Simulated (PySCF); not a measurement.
C₃H₇FSi, SMILES FC1C[SiH2]C1. The structure is a stationary point at ωB97X-D3(BJ)/def2-SVP. The structure was generated by enumeration, and PubChem lists no compound with its InChIKey, so it may never have been made.

Computed equilibrium geometry at ωB97X-D3(BJ)/def2-SVP (PySCF confirms it by a frequency run) as a Z-matrix, and its point group:
point group Cs.
```
C
F 1 1.3813
H 1 1.1052 2 107.20
C 1 1.5416 3 110.23 2 -124.57
H 4 1.0982 1 116.72 3 33.93
H 4 1.1032 5 109.20 1 -123.46
C 1 1.5416 3 110.23 2 124.57
H 7 1.0982 1 116.72 3 -33.93
H 7 1.1032 8 109.20 1 123.46
Si 4 1.8982 5 124.45 6 -131.17
H 10 1.4893 4 118.73 5 104.54
H 10 1.4904 11 109.49 7 -134.31
```
Charge 0, spin multiplicity 1.
